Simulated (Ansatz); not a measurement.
CH5F2GeN (`N[C](F)(F)[GeH3]`), relaxed with RKS PBE-D4/def2-SVP in Ansatz 0.2.0 from a rough embedded geometry. The force threshold is 0.03 eV/Å; the program also tests the step.

Charge 0, multiplicity 1.

Start:

```xyz
10

N    -0.249    1.189   -1.022
C     0.046   -0.181   -0.842
F    -0.926   -0.975   -1.476
F     1.351   -0.397   -1.388
Ge    0.131   -0.625    1.043
H    -1.235    1.410   -0.558
H     0.427    1.818   -0.519
H    -1.229   -0.349    1.720
H     0.495   -2.132    1.265
H     1.189    0.243    1.778
```

(1) By how much does the energy fall, and how many steps does the optimiser take? (Best estimate.)

(2) Which bonds change most? (Best estimate.)

(3) Give the relaxed structure. (Estimate.)

Answers

(1) Ansatz gave: 35.69 kJ/mol, in 5 steps.

(2) Computed: N1–H6 from 1.112 to 1.026 Å; C2–Ge5 from 1.939 to 2.020 Å; C2–F4 from 1.431 to 1.377 Å; C2–F3 from 1.405 to 1.377 Å.

(3) Ansatz gave: 
```xyz
10

N    -0.282    1.234   -1.077
C     0.051   -0.122   -0.794
F    -0.885   -0.918   -1.416
F     1.279   -0.375   -1.361
Ge    0.147   -0.704    1.138
H    -1.212    1.471   -0.714
H     0.408    1.877   -0.673
H    -1.237   -0.436    1.786
H     0.517   -2.201    1.266
H     1.214    0.174    1.846
```
